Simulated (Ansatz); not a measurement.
Species: BCl, charge 1, doublet. BCl+ (parent SMILES [B]Cl, doublet).
B3LYP-D3(BJ)/def2-TZVP minimum from Ansatz (an electronic-structure program):
```
B
Cl 1 1.6002
```
Charge +1, spin multiplicity 2.

Total energies in aug-cc-pV(Q+d)Z, 9 correlated electrons, 6 frozen orbitals. Radicals and triplets start from unrestricted determinants; spin-orbit coupling is neglected. Correlated methods leave the cores frozen. No relativity.

```tsv
method	program	energy (Eh)	minus CCSDT(Q) (mEh)
HF	Ansatz	-483.84089	285.12
MP2	Ansatz	-484.09201	33.99
CCSD	Ansatz	-484.10953	16.47
CCSD(T)	Ansatz	-484.12424	1.76
CCSDT(Q)	Ansatz	-484.12600	0.00
```

Rough core times of Ansatz's runs on a shared machine: CCSD(T) 40 s, CCSDT(Q) 2 h.
